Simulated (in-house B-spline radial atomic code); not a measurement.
A fraction x of an electron is moved 4d → 5p in Cs4+, starting from [Kr] 4d10 5s2 5p3 and keeping the highest spin. All numbers are computed (scalar-relativistic (X2C) BHandHLYP, spin-polarised, spherical fractional occupations; Fermi nucleus of rms radius 4.8041 fm) with a B-spline radial code for spherical atoms, not measured.

Caution: exact exchange at fractional occupations of open shells leaves self-interaction of up to several eV.

```csv
x,E(x) - E(0) (eV),4d down level (eV),5p down level (eV)
0,0.0000,-124.253,-
0.125,9.7320,-124.870,-46.979
0.25,19.4723,-125.482,-47.532
0.375,?,?,?
0.5,38.9709,-126.690,-48.658
0.625,48.7265,-127.285,-49.229
0.75,58.4846,-127.875,-49.804
0.875,?,?,?
1,78.0039,-129.040,-50.962
```

(1) What belongs in the row x = 0.375?

(2) What belongs in the row x = 0.875?

(3) Check Janak's theorem between x = 0.125 and 0.25.

## Answers

(1) An energy change of 29.2191 eV; 4d down at -126.089 eV, 5p down at -48.092 eV.

(2) An energy change of 68.2440 eV; 4d down at -128.460 eV, 5p down at -50.382 eV.

(3) The slope of the energy is 77.92 eV; the orbital levels give 77.92 eV (ε of the receiving orbital less ε of the emptying one, averaged over the two points).
